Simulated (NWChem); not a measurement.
A calculation on FZn (+1)

```xyz
2

Zn     0.0000     0.0000    -0.3999
F      0.0000     0.0000     1.3330
```
Charge +1, spin multiplicity 1.

All runs are NWChem calculations. All single points use one geometry, from PBE/def2-SVP, a minimum by its harmonic frequencies.

Symmetry labels belong to the abelian group C2v used in the runs, with the axes of the coordinates shown; states degenerate in a higher group split over its labels.

The spin multiplicity of the parent species was assumed, not shown to be that of its ground state. The structure started from a generated list of species.

**Question.** List the lowest 6 singlet excitations that TD-LDA (SVWN5)/def2-SVPD gives, with oscillator strengths.

**Answer.** 
```json
[
 {"state": "1", "symmetry": "b2", "energy (eV)": "2.60", "wavelength (nm)": "477", "f": "0.004"},
 {"state": "2", "symmetry": "b1", "energy (eV)": "2.60", "wavelength (nm)": "477", "f": "0.004"},
 {"state": "3", "symmetry": "a1", "energy (eV)": "5.12", "wavelength (nm)": "242", "f": "0.098"},
 {"state": "4", "symmetry": "a2", "energy (eV)": "7.75", "wavelength (nm)": "160", "f": "0.000"},
 {"state": "5", "symmetry": "a2", "energy (eV)": "7.82", "wavelength (nm)": "159", "f": "0.000"},
 {"state": "6", "symmetry": "a1", "energy (eV)": "7.82", "wavelength (nm)": "159", "f": "0.000"}
]
```
